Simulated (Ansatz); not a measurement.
A nudged elastic band was laid between two geometries of FH3OSi + H3P (10 atoms, charge 0, multiplicity 1).

Level of theory: RKS PBE0-D4/6-31G* in Ansatz 0.2.0.

```json
{
 "movable images": "7",
 "climbing image": "yes",
 "spring": "5.0 eV/Å²",
 "optimiser": "quadratic models (default)",
 "start path": "through a guess of the saddle point",
 "force threshold": "0.05 eV/Å",
 "iteration limit": "58",
 "end points": "relaxed"
}
```

Image 0:

```xyz
10
Properties=species:S:1:pos:R:3
Si -0.250 0.427 -0.134
H -0.084 0.707 1.318
F 1.234 0.356 -0.752
H -1.012 1.478 -0.841
O -1.068 -0.975 -0.394
H -0.758 -1.748 0.092
P 1.796 -2.857 1.377
H 0.740 -3.503 0.670
H 2.038 -1.912 0.344
H 0.917 -1.991 2.089
```

Image 8:

```xyz
10
Properties=species:S:1:pos:R:3
Si 0.279 -0.406 -0.430
H -0.080 -0.038 2.991
F 1.071 0.236 -1.677
H -0.159 0.680 0.474
O -1.117 -1.119 -0.942
H -1.032 -1.921 -1.471
P 1.759 -1.772 0.573
H 0.770 -2.536 1.253
H 1.851 -2.674 -0.526
H 0.211 -0.467 3.525
```

Q: Which bonds break or form, and what moves?

A: Bonds broken: Si1–H2, P7–H10. Bonds formed: Si1–P7, H2–H10. FH3OSi + H3P becomes FH4OPSi + H2.

Q: Give the energies along the band, and the barrier.

A: It converged. The highest image is number 4 of 0 to 8, 65.3 kcal/mol above the first end and 65.3 kcal/mol above the last; the last end lies 0.1 kcal/mol above the first. Neighbouring images differ by up to 2.1 eV, so the band resolves the path poorly. A vibrational analysis at the climbing image gives one clearly imaginary mode, 1317i cm⁻¹: a first-order saddle point. The orbitals stay closed-shell, which can raise the energy where a bond breaks towards radicals; this wasn't checked here.

```
image  path coordinate (Å)  energy (kcal/mol)  Si1–H2 (Å)  P7–H10 (Å)  Si1–P7 (Å)
    0                 0.00                0.0        1.49        1.42        4.15
    1                 0.79                0.1        1.49        1.42        4.10
    2                 1.58                1.8        1.49        1.42        3.75
    3                 2.37               18.0        1.51        1.47        3.18
    4                 3.15               65.3        1.70        1.88        2.69
    5                 4.00               30.1        2.24        2.21        2.35
    6                 4.86                8.0        2.77        2.50        2.28
    7                 5.71                1.0        3.25        2.91        2.26
    8                 6.56                0.1        3.46        3.58        2.25
```

Q: What is the geometry of the highest image?

A: 
```xyz
10
Properties=species:S:1:pos:R:3:forces:R:3
Si 0.035 -0.138 0.081 -0.02 -0.01 0.00
H 0.037 0.214 1.749 0.00 0.01 0.02
F 1.413 0.298 -0.612 0.02 0.00 0.00
H -0.773 1.096 -0.020 0.00 0.00 0.00
O -1.026 -1.222 -0.534 0.02 0.00 0.02
H -0.719 -2.139 -0.527 -0.01 -0.01 -0.02
P 1.554 -2.106 1.113 0.00 0.00 -0.02
H 0.539 -3.105 1.145 0.00 0.01 0.00
H 1.922 -2.335 -0.238 0.00 0.00 0.01
H 0.573 -0.581 1.612 0.00 0.01 -0.01
```

Run time: 8.4 min on 1 thread of Arm Neoverse V1, with other jobs on the host, peak memory 0.16 GiB.
